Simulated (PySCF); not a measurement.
# Spinor energies of As³¹⁺ (arsenic, charge +31)

Start: 1s2. Calculated with PySCF 2.14 in an even-tempered Gaussian basis (15 s from 47 bohr⁻², ratio 2.4; 10 p from 61 bohr⁻², ratio 2.4; 3 d from 190 bohr⁻², ratio 2.6; 3 f from 290 bohr⁻², ratio 2.6): generalised Hartree-Fock with the X2C-1e Hamiltonian and a Gaussian nucleus; one run each with spin-orbit coupling (SO) switched off, then screened by Boettger's factors, then bare.

```
spinor shell  electrons  ε, spin-free (eV)  ε, screened SO (eV)  ε, bare SO (eV)  weight of nominal j (screened SO)  rms radius, screened SO (bohr)
       1s1/2          2           -14462.5             -14462.5         -14462.5                              1.000                          0.0519
```

```tsv
quantity	spin-free	screened SO	bare SO
E (hartree)	-1084.05049	-1084.05049	-1084.05049
M_J	0	0	0
⟨J²⟩	0.000	0.000	0.000
⟨L²⟩	0.000	0.000	0.000
⟨S²⟩	0.000	0.000	0.000
```

Without spin-orbit coupling the j labels of p, d and f shells carry no meaning; the spin-free column gives the mean over the occupied spinors of each nl shell.
